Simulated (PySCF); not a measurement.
C₄H₅NSi, SMILES C1=C([SiH2]C1)C#N.

The structure is a stationary point at ωB97X-D3(BJ)/def2-SVP. The structure was generated by enumeration, and PubChem lists no compound with its InChIKey, so it may never have been made.

Computed with PBE/def2-TZVP (PySCF).

Gas-phase values at a fixed geometry.

The total energy is -499.29235 hartree. The point group comes out as Cs and the highest occupied level is -7.02 eV. The lowest empty level is -2.60 eV and the orbital gap comes out as 4.42 eV. The dipole moment is 4.67 D. The quadrupole, principal values (traceless, Buckingham form, about the centre of nuclear charge) is -13.00, 4.28, 8.72 D·Å and the mean static polarisability is 77.6 bohr³ (11.50 Å³). The polarisability, principal values is 53.4, 76.2, 103.3 bohr³.
